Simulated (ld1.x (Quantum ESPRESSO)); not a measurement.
# u(r) = r·R(r): atom against pseudo-atom (Si)

Columns: radius, all-electron u(r) and pseudo u(r) of the 2s shell (level -142.52 eV) of silicon in the configuration [He] 2s2 2p6 3s2 3p1.5; LDA (PZ), non-relativistic, ultrasoft scheme, ld1.x (Quantum ESPRESSO) 7.5.

| r (bohr) | all-electron | pseudo |
| --- | --- | --- |
| 0.047 | 0.6199 | -0.2485 |
| 0.095 | 0.4914 | -0.4932 |
| 0.142 | 0.1040 | -0.7156 |
| 0.190 | -0.3307 | -0.9175 |
| 0.237 | -0.7015 | -1.0847 |
| 0.285 | -0.9920 | -1.2201 |
| 0.332 | -1.1881 | -1.3158 |
| 0.380 | -1.3089 | -1.3757 |
| 0.427 | -1.3638 | -1.3991 |
| 0.475 | -1.3700 | -1.3903 |
| 0.522 | -1.3404 | -1.3544 |
| 0.570 | -1.2846 | -1.2955 |
| 0.617 | -1.2134 | -1.2219 |
| 0.665 | -1.1308 | -1.1365 |
| 0.712 | -1.0450 | -1.0481 |
| 0.760 | -0.9561 | -0.9572 |
| 0.807 | -0.8705 | -0.8707 |
| 0.855 | -0.7865 | -0.7865 |
| 0.902 | -0.7085 | -0.7085 |
| 0.950 | -0.6342 | -0.6342 |
| 0.997 | -0.5669 | -0.5669 |
| 1.045 | -0.5040 | -0.5040 |
| 1.092 | -0.4478 | -0.4478 |
| 1.140 | -0.3960 | -0.3960 |
| 1.187 | -0.3503 | -0.3503 |
| 1.235 | -0.3084 | -0.3084 |

Question: How many radial nodes do the two functions have?

Answer: The all-electron 2s function has n − l − 1 = 1; the pseudo-wave has 0, since the states of the same l below it are removed with the core.

Question: At about which radius was the pseudo-wave matched?

Answer: 0.85 bohr, where the columns begin to agree (steps of 0.05 bohr).

Question: Where does each function peak?

Answer: Outermost all-electron maximum near 0.47 bohr, pseudo maximum near 0.43 bohr (to the table’s step).

Question: Is the pseudo-wave norm-conserving?

Answer: No, it belongs to an ultrasoft set: the norm inside the radius is not constrained, and the difference is carried by the augmentation charge.
